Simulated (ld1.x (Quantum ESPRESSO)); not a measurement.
germanium: one change to a TM potential, before and after

- Element: germanium
- Generator: ld1.x (Quantum ESPRESSO) 7.5
- Type: norm-conserving Troullier–Martins (Kleinman–Bylander form)
- Functional: LDA (PZ)
- Relativity: scalar-relativistic
- Frozen core: [Ar]
- Valence charge: 14
- Reference configuration: 3d10 4s1.5 4p2.5
- Partial waves: 4s (bound): rc 1.70 bohr; 3d (bound): rc 0.85 bohr; 4p (bound): rc 1.45 bohr
- Local potential: the p channel
- Core correction: a·sin(br)/r model core inside 0.65 bohr

Change: core correction a·sin(br)/r model core inside 0.40 bohr.

Cutoffs: the cutoffs (Ry, on a coarse ladder) from which the occupation-weighted sum of valence levels, in a spherical-Bessel basis at the reference potential, stays within 10 and 1 mRy of its value at 400 Ry; they do not see the model core or the augmentation charge, which bear on the density cutoff. Errors are all-electron minus pseudo energies relative to the spin-unpolarised reference configuration.

Task: How do hardness, ghosts and transferability respond?

Result: Both files keep a bound ghost (s); the number of tests with a reliable result goes from 9 to 8; the errors of the 8 common tests hardly move. A model core, the more so a compact one, raises the density cutoff, which this test does not measure.

```csv
quantity,base,changed
"cutoff, loose",300 Ry,300 Ry
"cutoff, tight",over 300 Ry,over 300 Ry
bound ghosts,s,s
tests with a reliable result,9 of 9,8 of 9
"error for 3d10 4s2 4p1, meV [ΔE 3.65 eV]",+0.1,+0.1
"error for 3d10 4s2 4p0, meV [ΔE 19.37 eV]",-2.7,-2.8
"error for 3d10 4s2 4p1.5, meV [ΔE -1.10 eV]",0.0,-0.1
"error for 3d10 4s1 4p2, meV [ΔE 12.43 eV]",+1.1,+1.1
"error for 3d9 4s2 4p2, meV [ΔE 34.96 eV]",-908,-911
"error for 3d10 4s1 4p3, meV [ΔE 4.06 eV]",-0.5,-0.5
"error for 3d10 4s1.5 4p2.5 (spin-polarised), meV [ΔE -1.35 eV]",+1.1,+1.2
"error for 3d10 4s2 4p2 (spin-polarised), meV [ΔE -4.55 eV]",+0.8,+0.8
s: phases at 1.85 bohr within 0.05 rad from the reference energy up to (Ry; the scan ends near 5),to the end of the scan,to the end of the scan
p: phases at 1.85 bohr within 0.05 rad from the reference energy up to (Ry; the scan ends near 5),2.2,2.2
d: phases at 1.85 bohr within 0.05 rad from the reference energy up to (Ry; the scan ends near 5),-0.2,-0.2
```

 A true bound ghost makes a file unfit for plane-wave use even where its test errors are small: the radial tests pick states by their node count and pass the ghost by.
